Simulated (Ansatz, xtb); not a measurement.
**Two structures of C3H2FGa**

Structure I is a singlet given by its coordinates and structure II is a singlet given by its coordinates. Both are isolated molecules in the gas phase, relaxed with r2SCAN-D4/def2-SVP.

I (Å):

```xyz
7

C     2.5050    1.2658   -1.1141
C     2.2484    2.5148   -1.2990
C     2.1738    3.8262   -1.5146
F     1.5898   -1.8886   -0.4791
Ga    1.3661   -0.1758   -0.7451
H     2.2424    4.5398   -0.6864
H     2.0417    4.2257   -2.5260
```

Close contacts (Å): C1–C2 1.29, C1–Ga5 1.87, C2–C3 1.33, F4–Ga5 1.75, C3–H6 1.10, C3–H7 1.10.

II (Å):

| atom | x (Å) | y (Å) | z (Å) |
| --- | --- | --- | --- |
| C | 0.8809 | 1.2805 | -1.3525 |
| C | 1.5837 | 2.2796 | -0.8947 |
| C | 2.8596 | 2.7842 | -0.9275 |
| F | -0.3744 | 0.9057 | -1.2395 |
| Ga | 2.7294 | 0.7865 | -2.2100 |
| H | 3.5284 | 2.6464 | -0.0679 |
| H | 3.0967 | 3.6402 | -1.5725 |

Close contacts (Å): C1–C2 1.30, C1–F4 1.31, C1–Ga5 2.10, C2–C3 1.37, C2–Ga5 2.30, C3–Ga5 2.38, C3–H6 1.10, C3–H7 1.10.

Question: Estimate E(II) − E(I) at the level CCSD(T)/def2-SVP.

Answer: Calculated at CCSD(T)/def2-SVP: E(II) − E(I) = +5.9 kcal/mol, so structure I lies lower.

How the difference moves with the method:

```tsv
level	geometry	E(II) − E(I) (kcal/mol)	departure from the last row (kcal/mol)	job, with rough time for the two
r2SCAN-D4/def2-SVP	r2SCAN-D4/def2-SVP	+1.7	−4.3	optimisation, 52 s
HF/def2-SVP	r2SCAN-D4/def2-SVP	+1.8	−4.1	part of the CCSD(T) run
MP2/def2-SVP	r2SCAN-D4/def2-SVP	+2.8	−3.1	part of the CCSD(T) run
CCSD(T)/def2-SVP	r2SCAN-D4/def2-SVP	+5.9		single point, 34 s
```

None of the levels shown reverses the order. The largest departure from CCSD(T)/def2-SVP is that of r2SCAN-D4/def2-SVP, 4.3 kcal/mol. Levels run at GFN2-xTB geometries aren't shown. MP2 in a larger basis moves the difference by +0.6 kcal/mol, a step that isn't added because spin contamination makes open-shell MP2 unreliable in this search.

With harmonic frequencies from r2SCAN-D4/def2-SVP (ideal gas, rigid rotor, one conformer each, 298.15 K, 1 atm): the zero-point term adds +1.4 kcal/mol; ΔH is +6.8 and ΔG +8.0 kcal/mol.

The correlated steps freeze 13 core orbitals; the filled d shell of Ga is correlated, in a basis made for valence electrons. Programs: Ansatz 0.2.0; the last row on 2 threads of Intel(R) Xeon(R) Platinum 8259CL CPU @ 2.50GHz (Skylake/Cascade Lake) on a shared host.
